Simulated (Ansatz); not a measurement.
One change: `[SiH3]C1=CC1` becomes `[SiH3]OC1=CC1`.

Ansatz, PBE0-D4/def2-TZVP geometries, multiplicity 1. Each molecule was computed in one conformer, which needn't be the lowest.

```csv
property,`[SiH3]C1=CC1`
LUMO energy (PBE0/def2-TZVPP) / eV,-0.59
HOMO–LUMO gap (PBE0/def2-TZVPP) / eV,6.74
size of the dipole moment (PBE/def2-TZVPP) / D,0.55
size of the dipole moment (ωB97M-V/def2-TZVPP) / D,0.58
LUMO energy (PBE/def2-TZVPP) / eV,-1.59
HOMO energy (PBE0/def2-TZVPP) / eV,-7.33
```

(1) Give the same properties after the change, and the shifts. (An estimate is asked.)

Results:

(1) Computed: 
```
                                          property  `[SiH3]OC1=CC1`  shift
                LUMO energy (PBE0/def2-TZVPP) / eV            -0.02   0.57
              HOMO–LUMO gap (PBE0/def2-TZVPP) / eV             6.61  -0.13
    size of the dipole moment (PBE/def2-TZVPP) / D             0.79   0.24
size of the dipole moment (ωB97M-V/def2-TZVPP) / D             0.77   0.19
                 LUMO energy (PBE/def2-TZVPP) / eV            -0.91   0.68
                HOMO energy (PBE0/def2-TZVPP) / eV            -6.63   0.70
```

With PBE0 the HOMO rises by 0.70 eV and the LUMO rises by 0.57 eV, so the gap narrows by about 0.13 eV. PBE moves the HOMO by 0.73 eV and ωB97M-V by 0.69 eV. Dipoles are sizes alone; their direction can turn.
